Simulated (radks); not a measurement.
Results of a calculation; reference values are marked as such.
Ionisation of the rhenium ion Re37+, [Kr] 4d2, to [Kr] 4d1 as the strength of local exchange is varied. Code: a radial shooting solver on a logarithmic mesh with Libxc functionals. Model: scalar-relativistic Kohn-Sham, Slater X-alpha exchange (alpha = 2/3 is LDA exchange), no correlation, spin-unpolarised, spherical densities, finite nucleus; Fermi nuclear charge, rms radius 5.3698 fm.

alpha  E(Re37+) (hartree)  exchange (hartree)  IE (eV)  -e of the level emptied (eV)  <r> of it (bohr)
0.667         -15864.8371           -252.2099   1628.3                   1601.2 (4d)            0.4117
0.669         -15865.5981           -252.9753   1628.5                   1601.4 (4d)            0.4117
0.671         -15866.3593           -253.7408   1628.8                   1601.6 (4d)            0.4117
0.689         -15873.2106           -260.6323   1630.8                   1603.6 (4d)            0.4114
0.697         -15876.2563           -263.6967   1631.6                   1604.5 (4d)            0.4113
0.801         -15915.8913           -303.6129   1643.2                   1616.1 (4d)            0.4097
0.855         -15936.5006           -324.3971   1649.2                   1622.1 (4d)            0.4089
0.924         -15962.8641           -351.0128   1656.9                   1629.9 (4d)            0.4079

NIST Atomic Spectra Database: 1641 +/- 4 eV (theoretical). The Delta-SCF value meets it near alpha = 0.78. Spin polarisation and multiplet splitting are left out, so open shells lie too high by an amount that depends on their filling. Spin-orbit splitting is averaged out at the scalar-relativistic level.

Beside tabulated values, note that spin-unpolarised runs miss the spin-polarisation part of the exchange energy of open shells.
